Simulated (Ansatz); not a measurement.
Computed with Ansatz on PBE0-D4/def2-TZVP structures; ΔE is electronic, products minus reactants. CCSD(T)/CBS is the MP2 limit (def2-TZVPP, def2-QZVPP) plus CCSD(T) − MP2 in def2-TZVPP, frozen cores. This one scheme is used for every species. DFT in def2-TZVPP. B3LYP here is the variant with VWN-RPA as its local correlation; programs differ in this. Each species was taken in one conformer, which may not be the lowest.

Consider the formal exchange of groups at the Si–Si bond: `[SiH3][SiH]1C=N1` + `N=CO` → `N=C[SiH]1C=N1` + `O[SiH3]`.

```json
{"level": "PBE-D4", "ΔE (kcal/mol)": "-10.6", "difference from CCSD(T)/CBS": "8.0"}
{"level": "B97M-V", "ΔE (kcal/mol)": "-14.8", "difference from CCSD(T)/CBS": "3.8"}
{"level": "B3LYP-D4", "ΔE (kcal/mol)": "-16.5", "difference from CCSD(T)/CBS": "2.1"}
{"level": "r2SCANh-D4", "ΔE (kcal/mol)": "-14.5", "difference from CCSD(T)/CBS": "4.1"}
{"level": "r2SCAN0-D4", "ΔE (kcal/mol)": "-15.0", "difference from CCSD(T)/CBS": "3.6"}
{"level": "CAM-B3LYP-D4", "ΔE (kcal/mol)": "-17.2", "difference from CCSD(T)/CBS": "1.4"}
{"level": "ωB97M-V", "ΔE (kcal/mol)": "-17.7", "difference from CCSD(T)/CBS": "0.9"}
{"level": "B2PLYP", "ΔE (kcal/mol)": "-17.9", "difference from CCSD(T)/CBS": "0.7"}
{"level": "PBE", "ΔE (kcal/mol)": "-10.6", "difference from CCSD(T)/CBS": "8.0"}
{"level": "revPBE", "ΔE (kcal/mol)": "-11.0", "difference from CCSD(T)/CBS": "7.6"}
{"level": "r2SCAN", "ΔE (kcal/mol)": "-14.2", "difference from CCSD(T)/CBS": "4.4"}
{"level": "LC-ωPBE", "ΔE (kcal/mol)": "-14.1", "difference from CCSD(T)/CBS": "4.5"}
{"level": "SCS-MP2/def2-TZVPP", "ΔE (kcal/mol)": "-20.3", "difference from CCSD(T)/CBS": "-1.7"}
{"level": "CCSD(T)/def2-TZVPP", "ΔE (kcal/mol)": "-17.8", "difference from CCSD(T)/CBS": "0.8"}
{"level": "SCS-MP2/def2-QZVPP", "ΔE (kcal/mol)": "-20.9", "difference from CCSD(T)/CBS": "-2.3"}
{"level": "MP2/CBS(def2)", "ΔE (kcal/mol)": "-20.2", "difference from CCSD(T)/CBS": "-1.6"}
{"level": "CCSD(T)/CBS", "ΔE (kcal/mol)": "-18.6", "difference from CCSD(T)/CBS": "0"}
```

Largest T1 diagnostic among the species: 0.017.

In def2-TZVPP, CCSD(T) changes the Hartree–Fock value by +3.4 kcal/mol (the triples alone add +0.9 kcal/mol) and MP2 by +1.7 kcal/mol. At CCSD(T), def2-SVP lies +7.3 kcal/mol from the extrapolated value and def2-TZVPP +0.8 kcal/mol.
